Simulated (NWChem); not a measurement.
System: TiF₆ (charge -2); SMILES [F][Ti-2]([F])([F])([F])([F])[F]

NWChem input:

```
start job
memory heap 200 mb stack 900 mb global 1100 mb
charge -2
geometry units angstroms
  Ti     0.000000     0.000000     0.000000
  F      0.430440    -1.330442     1.281022
  F     -0.430440     1.330442    -1.281022
  F     -0.396168    -1.351238    -1.270267
  F     -1.803925    -0.020702     0.584656
  F      1.803925     0.020702    -0.584656
  F      0.396168     1.351238     1.270267
end
basis spherical
  Ti library 3-21g
  F library 3-21g
end
dft
  xc hfexch
  iterations 150
end
driver
  maxiter 120
end
task dft optimize
```

Parts of the log:

```
             Northwest Computational Chemistry Package (NWChem) 7.3.0
             --------------------------------------------------------

 CI  symmetry detected

                             Geometry "geometry" -> ""
                             -------------------------

 Output coordinates in angstroms (scale by  1.889725989 to convert to a.u.)

  No.       Tag          Charge          X              Y              Z
 ---- ---------------- ---------- -------------- -------------- --------------
    1 Ti                  22.0000     0.00000000     0.00000000     0.00000000
    2 F                    9.0000     1.62017659    -0.76225469    -0.62479395
    3 F                    9.0000    -1.62017659     0.76225469     0.62479395
    4 F                    9.0000    -0.10005474     1.06878570    -1.56334822
    5 F                    9.0000    -0.98049933    -1.36861315    -0.87287784
    6 F                    9.0000     0.98049933     1.36861315     0.87287784
    7 F                    9.0000     0.10005474    -1.06878570     1.56334822

 Effective nuclear repulsion energy (a.u.)     557.1917028689

      Symmetry information
      --------------------

 Group name             Ci
 Group number              3
 Group order               2
 No. of unique centers     4

                                Z-matrix (autoz)
                                --------

 Units are Angstrom for bonds and degrees for angles

[...]

      ----------------------
      Optimization converged
      ----------------------

  Step       Energy      Delta E   Gmax     Grms     Xrms     Xmax
  ---- ---------------- -------- -------- -------- -------- --------
@    3   -1437.99894845 -2.6D-08  0.00001  0.00000  0.00004  0.00006
                                     ok       ok       ok       ok

                                Z-matrix (autoz)
                                --------

 Units are Angstrom for bonds and degrees for angles

      Type          Name      I     J     K     L     M      Value     Gradient
      ----------- --------  ----- ----- ----- ----- ----- ---------- ----------
    1 Stretch                  1     2                       1.83121    0.00001
    2 Stretch                  1     3                       1.83121    0.00001
    3 Stretch                  1     4                       1.83121    0.00001
    4 Stretch                  1     5                       1.83121    0.00001
    5 Stretch                  1     6                       1.83121    0.00001
    6 Stretch                  1     7                       1.83121    0.00001
    7 Bend                     2     1     4                90.00000    0.00000
    8 Bend                     2     1     5                90.00000   -0.00000
    9 Bend                     2     1     6                90.00000    0.00000
   10 Bend                     2     1     7                90.00000   -0.00000
   11 Bend                     3     1     4                90.00000   -0.00000
   12 Bend                     3     1     5                90.00000    0.00000
   13 Bend                     3     1     6                90.00000   -0.00000
   14 Bend                     3     1     7                90.00000    0.00000
   15 Bend                     4     1     5                90.00000    0.00000
   16 Bend                     4     1     6                90.00000   -0.00000
   17 Bend                     5     1     7                90.00000   -0.00000
   18 Bend                     6     1     7                90.00000    0.00000

                         Geometry "geometry" -> "geometry"
                         ---------------------------------

 Output coordinates in angstroms (scale by  1.889725989 to convert to a.u.)

  No.       Tag          Charge          X              Y              Z
 ---- ---------------- ---------- -------------- -------------- --------------
    1 Ti                  22.0000     0.00000000     0.00000000     0.00000000
    2 F                    9.0000     1.56447256    -0.73603960    -0.60331441
    3 F                    9.0000    -1.56447256     0.73603960     0.60331441
    4 F                    9.0000    -0.09661471     1.03202854    -1.50960248
    5 F                    9.0000    -0.94678860    -1.32154484    -0.84286975
    6 F                    9.0000     0.94678860     1.32154484     0.84286975
    7 F                    9.0000     0.09661471    -1.03202854     1.50960248

 Effective nuclear repulsion energy (a.u.)     577.0322464544

      Symmetry information
      --------------------

 Group name             Ci
 Group number              3
 Group order               2
 No. of unique centers     4

                Final and change from initial internal coordinates
                --------------------------------------------------

                                Z-matrix (autoz)
                                --------

 Units are Angstrom for bonds and degrees for angles

[...]
```

Level: Hartree-Fock/3-21G. Sets without diffuse functions describe the anion's extra electron poorly.
